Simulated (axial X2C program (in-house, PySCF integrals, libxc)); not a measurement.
# Which molecule has these constants?

Calculated with an axial X2C code built on PySCF integrals, spin-free (one-electron X2C) or two-component (2c: spin–orbit coupling with atomic mean-field Coulomb and Gaunt terms, which also bring small scalar terms), in Dyall basis sets with cores contracted in-house; open shells are unrestricted.

A two-component PBE0 calculation in a Dyall 3-zeta basis gave Re = 1.922 Å, ωe = 587.2 cm⁻¹, dipole magnitude 4.25 D, Ω = 1/2.

Task: Which molecule is it?
A. TcO
B. InO
C. RhO
D. RbO
E. ZrO

Result: B. The others have TcO 1.712 Å and 927.0 cm⁻¹ (Ω = 5/2); ZrO 1.713 Å and 974.7 cm⁻¹ (Ω = 1); RbO 2.238 Å and 379.4 cm⁻¹ (Ω = 1/2); RhO 1.690 Å and 865.8 cm⁻¹ (Ω = 3/2).

Each entry is the lowest single determinant of a limited PBE0 search at one distance. De goes to single-determinant-based atoms at the same level (for ions the charge split of lowest energy) and is withheld (n/a) where an atom does not fit its ground term or J level. Main or longest-lived isotopes. One determinant is a doubtful description, or other states lie close, for InO, TcO, ZrO, RbO, RhO; these need not be ground states, and all values refer to the states named. With several unpaired electrons the Ω given is that of one determinant, not necessarily of the lowest component. Some light 2c atoms are not at their ground J level, so De misses part of their lowering (0.04 eV or less). The functionals have no current term, which raises determinants with orbital currents.
